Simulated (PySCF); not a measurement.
Choosing a molecule for a target property.

Each SMILES stands for a single optimised conformer of the isolated species, non-relativistic unless stated; the electronic structure was computed with PySCF and density fitting.

Dipoles, sizes and rotational constants follow the conformer. The torsions of the flexible species, by atom-mapped SMILES:
- `[CH3:1][C:2]#[C:3][P@H:4](=[S:5])[CH2:6][C:7]([CH3:8])=[O:9]`: C3–P4–C6–C7 -164°, P4–C6–C7–C8 -105°
- `[CH2:1]=[N:2][C:3](=[CH2:4])[CH2:5]/[CH:6]=[CH:7]/[CH3:8]`: C1–N2–C3–C4 -57°, N2–C3–C5–C6 -78°, C3–C5–C6–C7 102°
- `[CH3:1][C+:2]([CH3:3])/[CH:4]=[CH:5]\[C:6]1([F:7])[CH2:8][CH2:9][CH2:10]1`: C1–C2–C4–C5 162°, C4–C5–C6–F7 -12°

The conformers of `C=N[C@@H]1CC[C@@H]2C[C@@H]21` and `C1=C(N2CCCC2)C1` aren't listed.

Question: Wanted: HOMO–LUMO gap below 5.8 eV (PBE0/pcSseg-1) and HOMO energy below -12 eV (PBE0/pcSseg-1), at GFN2-xTB geometries. Which candidate meets both?
A. `C[C+](C)/C=C\C1(F)CCC1`
B. `CC(F)(C#N)C#N`
C. `C=N[C@@H]1CC[C@@H]2C[C@@H]21`
D. `c1ncc(F)nc1`
E. `CC#C[P@H](=S)CC(C)=O`
F. `C=NC(=C)C/C=C/C`
G. `C1=C(N2CCCC2)C1`

Answer: A. Computed values:
```csv
species,HOMO–LUMO gap,HOMO energy
C[C+](C)/C=C\C1(F)CCC1,4.37 eV,-12.52 eV
CC#C[P@H](=S)CC(C)=O,5.71 eV,-6.79 eV
C=NC(=C)C/C=C/C,5.90 eV,-6.63 eV
c1ncc(F)nc1,6.08 eV,-7.88 eV
C1=C(N2CCCC2)C1,6.51 eV,-5.33 eV
C=N[C@@H]1CC[C@@H]2C[C@@H]21,7.05 eV,-7.10 eV
CC(F)(C#N)C#N,9.05 eV,-10.61 eV
```
